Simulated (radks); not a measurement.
Problem. All-electron atom: the iron ion Fe24+ in [He] (the NIST ground configuration). Calculated with a radial shooting solver on a logarithmic mesh with Libxc functionals: scalar-relativistic Kohn-Sham, SOGGA, spin-polarised, spherical densities, finite nucleus; Fermi nuclear charge, rms radius 3.7377 fm. Some entries of the table are withheld. Estimate them.

| orbital | occ. | eigenvalue (eV) | r(max) (bohr) |
|---|---|---|---|
| 1s | 2 | -8664.745 | (1) |
| 2s | 0 | (2) | (3) |
| 2p | 0 | (4) | (5) |

Solution. 
(1) 1s r(max) (bohr): 0.03815
(2) 2s eigenvalue (eV): -2073.902
(3) 2s r(max) (bohr): 0.2054
(4) 2p eigenvalue (eV): -2025.929
(5) 2p r(max) (bohr): 0.1604
